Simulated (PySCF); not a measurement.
# Dipole moment and polarisability of `CCC(F)(F)S(=O)(=O)Cl`

Compound: C3H5ClF2O2S.
SMILES with atom numbers: `[CH3:1][CH2:2][C:3]([F:4])([F:5])[S:6](=[O:7])(=[O:8])[Cl:9]` (hydrogens: H10, H11, H12 on C1; H13, H14 on C2)

Cartesian coordinates in Å at the GFN2-xTB level; atoms count from 1:
```xyz
14
C3H5ClF2O2S angstrom
C     -1.5421   -0.3500   -0.5007
C     -0.8614    0.6952    0.3746
C      0.4645    0.1955    0.8741
F      1.1703    1.1300    1.5342
F      0.3960   -0.8810    1.6691
S      1.5418   -0.3121   -0.5738
O      1.2617   -1.6545   -0.9528
O      1.4626    0.7172   -1.5562
Cl     3.3938   -0.2736    0.2207
H     -2.5235    0.0077   -0.8001
H     -1.6624   -1.2857    0.0402
H     -0.9528   -0.5413   -1.3933
H     -1.4858    0.9471    1.2375
H     -0.6632    1.6051   -0.1954
```

Level: PBE0/def2-SVPD (PySCF), static field, nuclei fixed, core orbitals frozen in the response. The polarisability tensor in these axes (au):

```
x   96.57 -1.73  3.06
y   -1.73 69.94  1.98
z    3.06  1.98 72.04
```

**Question.** What are the eigenvalues, a third of the trace, and Δα (Δα² = ½Σ(αi − αj)² over the three pairs)?

**Answer.** Principal values 68.41, 73.11 and 97.03 au; mean 79.51 au = 11.78 Å³ = 13.11 × 10⁻⁴⁰ C²·m²/J; Δα = 26.58 au (33 % of the mean).

**Question.** What is the dipole moment, and where does it point?

**Answer.** (-2.52, 1.17, 1.38) D, 3.10 D in size, pointing from the negative to the positive side. Measured along this direction, the outermost atoms are Cl9 at the negative end and H13 at the positive end.

**Question.** In TDDFT the mean static polarisability is Σ f/ω² over all singlet excitations (ω in hartree). How much of it do the 8 lowest give? Their energies (eV) and oscillator strengths: 5.89, 0.0055; 6.34, 0.1006; 6.59, 0.0316; 6.67, 0.0014; 7.57, 0.0225; 7.75, 0.0657; 8.00, 0.0187; 8.35, 0.0104.

**Answer.** They add up to 3.96 au, 5.0 % of the 79.51 au; the largest single term is 1.85 au, from the state at 6.34 eV. Terms in order: 0.12, 1.85, 0.54, 0.02, 0.29, 0.81, 0.22, 0.11 au. Higher excitations give the rest. The strengths listed sum to 0.256.

**Question.** In a dilute gas of rigid molecules at 250 K, how does the orientational term μ²/3kT compare with the electronic polarisability?

**Answer.** In Gaussian units μ²/3kT = 92.77 Å³ against 11.78 Å³, a ratio of 7.87; the Debye molar polarisation (4π/3)N_A(α + μ²/3kT) is 263.7 cm³/mol, leaving out the vibrational part.

**Question.** Find the Langevin capture rate constant for H3+ (3.023 u) meeting this molecule (177.967 u), k = 2.342 × 10⁻⁹ cm³/s × √(α in Å³ / reduced mass in u).

**Answer.** The reduced mass is 2.97 u, so k = 4.66 × 10⁻⁹ cm³/s. The formula leaves out the permanent dipole, which adds to the capture rate.

**Question.** What are the principal values of the traceless quadrupole moment, Θ = ½Σq(3rr − r²1), about the centre of nuclear charge?

**Answer.** -7.46, -6.20, 13.66 D·Å. The values depend on the origin, since the dipole doesn't vanish. The electronic extent ⟨r²⟩ about the same centre is 1379 bohr², a root-mean-square distance of 2.07 Å for the 90 electrons.

Isolated species at its GFN2-xTB geometry (one conformer only).
